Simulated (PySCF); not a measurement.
# Unknowns

All values are calculated (PySCF 2.14.0 with density-fitted response routines): coordinates at the GFN2-xTB level, PBE0/pcSseg-1 with gauge-including orbitals. One conformer, no relativistic terms, fast rotation and ring inversion assumed for equivalent nuclei, gas phase.

Chemical shifts δ = σref − σ; TMS for $^{1}$H, $^{13}$C, all at this level. Splittings of carbon signals by F and P are missing where no couplings were computed. Where no couplings were computed, multiplicities follow the n + 1 count of equivalent neighbours, and m marks all less simple cases (inequivalent or close neighbours, rings, F or P nearby). Shifts are as computed. Against solution values, carbons near 30 ppm lie about +3 ppm off and those near 130 ppm about +5 ppm. Of 1211 compounds with measured shifts, 218 miss one by over three times the rms of a fit or turn the order of signals round; such compounds aren't used in these exercises.

(1) C$_{6}$H$_{11}$F. $^{1}$H NMR (400 MHz, computed): δ 6.49 (m, 1H), 5.32 (m, 1H), 5.27 (m, 1H), 4.80 (m, 1H), 1.81 (m, 1H), 1.32 (m, 3H), 1.15 (d, 3H). $^{13}$C{$^{1}$H} NMR (computed): δ 152.9 (CH), 119.2 (CH2), 95.4 (CH), 50.3 (CH), 21.1 (CH3), 13.7 (CH3). Identify the compound.

(2) C$_{6}$H$_{5}$OP$_{3}$. $^{1}$H NMR (300 MHz, computed): δ 10.91 (m, 1H), 4.82 (s, 1H), 4.35 (s, 3H). $^{13}$C{$^{1}$H} NMR (computed): δ 242.5 (C), 194.0 (CH), 187.4 (C), 112.8 (CH), 92.2 (C), 60.2 (CH3). Give a structure.

(3) C$_{7}$H$_{12}$NPSi. $^{1}$H NMR (400 MHz, computed): δ 7.52 (m, 2H), 7.13 (t, 1H), 6.66 (d, 2H), 5.47 (m, 2H), 3.09 (s, 3H), 1.21 (m, 2H). $^{13}$C{$^{1}$H} NMR (computed): δ 155.1 (C), 134.5 (CH), 124.7 (CH), 123.6 (CH), 38.9 (CH3). What is it?

Answers

(1) SMILES C=C[C@@H](C)[C@@H](C)F. Rings plus π bonds: 1 (no ring in the answer). 6 carbon signals for 6 carbons: no two carbons are equivalent. Carbon types of the structure: 3 × CH, 1 × CH2, 2 × CH3, which accounts for all hydrogens. δC 152.9: alkene CH; as expected for a trigonal carbon in a double bond. δC 119.2: terminal =CH2 carbon; the olefinic region. δC 95.4: sp3 CH bonded to F; the inductive effect lowers its shielding. δC 21.1, 13.7: methyl carbon; aliphatic region, no heteroatom directly attached.

The data come from this structure; uniqueness wasn't tested.

(2) SMILES C#Cc1pcpc(OC)p1. 6 carbon signals for 6 carbons: no two carbons are equivalent. Carbon types of the structure: 3 × C, 2 × CH, 1 × CH3, which accounts for all hydrogens. δC 242.5: aromatic carbon bearing oxygen; σ withdrawal by the attached heteroatom moves it downfield of the ring CH carbons. δC 92.2: alkyne carbon; the triple bond shields along its axis, which puts it between sp3 and sp2 carbons. δC 60.2: methyl carbon bonded to O; pulled downfield by the heteroatom. δH 10.91: hydrogen on an aromatic CH; ring-current deshielding.

The shifts were computed for this structure.

(3) `CN([SiH2]P)c1ccccc1`. 5 carbon signals for 7 carbons: some carbons are equivalent by symmetry or fast rotation. Carbon types of the structure: 1 × C, 5 × CH, 1 × CH3, leaving 4 H on heteroatoms. δC 155.1: aromatic carbon bearing nitrogen; the electronegative substituent deshields the carbon that carries it. δC 134.5, 124.7, 123.6: aromatic CH. δH 7.52, 7.13, 6.66: hydrogen on an aromatic CH. δH 3.09: hydrogen on a methyl carbon bonded to N; its carbon carries N, which withdraws density.

The data come from this structure; uniqueness wasn't tested.
